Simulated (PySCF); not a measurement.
PySCF input (CCSD(T)/cc-pVDZ):

```python
from pyscf import gto, scf, mp, cc as ccmod

mol = gto.M(
    atom='''
    Si   -0.94874963    0.07418637    0.19500858
    Si    1.19974854   -0.09381294   -0.24659957
    H    -1.72299294    1.33343391    0.07154179
    H    -1.79099173   -1.05866198    0.65073216
    ''',
    basis='cc-pvdz',
    charge=0,
    spin=0,
    verbose=4,
)

mf = scf.RHF(mol)
mf.conv_tol = 1e-10
mf.max_cycle = 100
mf.kernel()
mp2 = mp.MP2(mf, frozen=10).run()
cc = ccmod.CCSD(mf, frozen=10)
cc.max_cycle = 100
cc.kernel()
et = cc.ccsd_t()
print(f'E(CCSD(T)) = {cc.e_tot + et:.9f}')
```

End of the output:

```
Extra cycle  E= -578.919644851094  delta_E= 3.41e-13  |g|= 2.25e-07  |ddm|= 1.63e-06
converged SCF energy = -578.919644851094

******** <class 'pyscf.mp.mp2.RMP2'> ********
nocc = 5, nmo = 36
frozen orbitals 10
E(RMP2) = -579.090828575716  E_corr = -0.171183724622307
E(SCS-RMP2) = -579.098993803666  E_corr = -0.179348952572394
E_corr(same-spin) = -0.030082519585817
E_corr(oppo-spin) = -0.14110120503649

******** <class 'pyscf.cc.ccsd.CCSD'> ********
CC2 = 0
CCSD nocc = 5, nmo = 36
frozen orbitals 10
max_cycle = 100
direct = 0
conv_tol = 1e-07
conv_tol_normt = 1e-05
diis_space = 6
diis_start_cycle = 0
diis_start_energy_diff = 1e+09
Init t2, MP2 energy = -579.090828576369  E_corr(MP2) -0.171183725275195
Init E_corr(CCSD) = -0.171183725275231
cycle = 1  E_corr(CCSD) = -0.197775604284784  dE = -0.026591879  norm(t1,t2) = 0.0670663
cycle = 2  E_corr(CCSD) = -0.20620879179266  dE = -0.00843318751  norm(t1,t2) = 0.0300113
cycle = 3  E_corr(CCSD) = -0.211542348639428  dE = -0.00533355685  norm(t1,t2) = 0.0158631
cycle = 4  E_corr(CCSD) = -0.211785905707345  dE = -0.000243557068  norm(t1,t2) = 0.00354507
cycle = 5  E_corr(CCSD) = -0.211545748025794  dE = 0.000240157682  norm(t1,t2) = 0.00156022
cycle = 6  E_corr(CCSD) = -0.211549577836281  dE = -3.82981049e-06  norm(t1,t2) = 0.000445703
cycle = 7  E_corr(CCSD) = -0.211558265698455  dE = -8.68786217e-06  norm(t1,t2) = 0.000192124
cycle = 8  E_corr(CCSD) = -0.211558520824829  dE = -2.55126375e-07  norm(t1,t2) = 6.81599e-05
cycle = 9  E_corr(CCSD) = -0.211557726725399  dE = 7.9409943e-07  norm(t1,t2) = 2.97997e-05
cycle = 10  E_corr(CCSD) = -0.211557546946452  dE = 1.79778947e-07  norm(t1,t2) = 7.10567e-06
cycle = 11  E_corr(CCSD) = -0.211557381412437  dE = 1.65534015e-07  norm(t1,t2) = 3.02684e-06
cycle = 12  E_corr(CCSD) = -0.211557283996739  dE = 9.74156985e-08  norm(t1,t2) = 1.4696e-06
CCSD converged
E(CCSD) = -579.1312021350903  E_corr = -0.2115572839967389
CCSD(T) correction = -0.00883837755564348
E(CCSD(T)) = -579.140040513
```
